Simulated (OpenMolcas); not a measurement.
Ta2+ among 4 point charges of -1.5 e arranged as a tetrahedron (Td), 2.25 Å from the ion.

```
Program             : OpenMolcas 26.06
Method              : SS-CASPT2, IPEA 0.25 Eh, imaginary shift 0.1 Eh (closed shells correlated: 4f 5s 5p)
Basis               : ANO-RCC-VDZP [7s6p4d2f1g]
Scalar Hamiltonian  : DKH2, point nucleus
Active space        : 3 electrons in 5 orbitals (5d)
State averaging     : 2S+1 = 4 even, 10 roots; 2S+1 = 2 even, 40 roots
Spin-orbit coupling : RASSI with atomic mean-field integrals over the reference wave functions
```

(1) What is the spin-free ground state (labels of Td)?

(2) Where is the first state of the same spin?

(3) What are the lowest two levels with spin-orbit coupling?

(4) What is χT at 300 K, and how does it compare with the textbook value?

## Answers

(1) 4T1, 3-fold in its orbital part, 99 % from free-ion F terms; it has the highest spin that d3 allows.

(2) 4T2 at 1760 cm-1 above the ground state.

(3) A 4-fold level, then a 2-fold level Γ7 1880 cm-1 above it. Their leading multiplicities are 4 (92 %) and 4 (98 %).

(4) The lowest level has 2S+1 = 4, for which the spin-only value is χT = S(S+1) / 2 = 1.875 cm3 K/mol (g = 2). The computed 0.156 at 300 K differs by -1.719, through orbital momentum, spin-orbit coupling and any other state in reach. With a threefold ground state the orbital momentum is unquenched, so the spin-only value is not expected to hold.

Roots that are degenerate in the reference are averaged as groups; the widest CASPT2 spread within a group is 270 cm-1 (the 3-fold group of multiplicity 2 near 12400 cm-1 above the lowest state of its run). Shifts and gaps below about the spread of the groups concerned are not significant. Spin-orbit coupling mixes the spin-free states strongly: the lowest level takes only 64 % from its leading state, 4T1. Point charges give a weaker field than real ligands, and real ions of this kind are as a rule low spin; the high spin found here belongs to the model. The ground term spreads over less than 5000 cm-1, several times less than with real ligands, so orbital moments are less quenched and χT lies further from the spin-only value than at real sites. Free-ion shares, where given, are those of the reference states; single-state CASPT2 does not remix them. This is an electrostatic model: the charges have no orbitals. No measured value stands beside these numbers.
